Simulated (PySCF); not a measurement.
C3H4O3, SMILES O=C1OCCO1.

The structure is a stationary point at B3LYP-D3(BJ)/def2-SVP. One conformer was computed; it need not be the lowest.

The numbers are results of r2SCAN/def2-TZVP (PySCF), not measurements.

```yaml
total_energy: -342.37145 hartree
point_group: C2
highest_occupied_level: -7.34 eV
lowest_empty_level: 0.05 eV
orbital_gap: 7.39 eV
dipole_moment: 5.26 D
quadrupole, principal values (traceless, Buckingham form, about the centre of nuclear charge): -2.11, -1.77, 3.87 D·Å
mean_static_polarisability: 43.1 bohr³ (6.38 Å³)
polarisability_principal_values: 33.5, 40.5, 55.2 bohr³
```
